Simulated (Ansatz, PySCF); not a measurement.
Reaction R1 → P1 + P2, each structure at its B3LYP-D3(BJ)/def2-TZVP stationary point, reached from a drawn start (curvature not checked).
R1: Cl2H2Si (SMILES Cl[SiH2]Cl), charge 0, multiplicity 1.
P1: Cl2Si (SMILES Cl[Si]Cl), charge 0, multiplicity 1.
P2: H2 (SMILES [H][H]), charge 0, multiplicity 1.

P less R. No zero-point or thermal terms.

Correlated levels freeze the cores.

The values were computed with Ansatz (Gaussian basis) for Hartree–Fock, density functionals and correlated methods; PySCF for the D3/D4 terms. All values are computed, each at the level named.

The comparison value is 166.1 kJ/mol (CCSD(T)/cc-pV(Q+d)Z). It is a level with limits of its own, not the exact answer.

Problem. Order these levels by how close they come to the comparison value for the reaction energy, closest first: B97M-V/def2-TZVPP, revPBE-D4/def2-TZVPP, HF/cc-pV(D+d)Z, HF/cc-pV(T+d)Z, PBE/def2-TZVPP. Give each level's value less the comparison value.

Solution. B97M-V/def2-TZVPP (-3.9 kJ/mol), HF/cc-pV(T+d)Z (16.9 kJ/mol), HF/cc-pV(D+d)Z (18.2 kJ/mol), PBE/def2-TZVPP (-22.3 kJ/mol), revPBE-D4/def2-TZVPP (-26.3 kJ/mol)

Ansatz is a first-principles code.
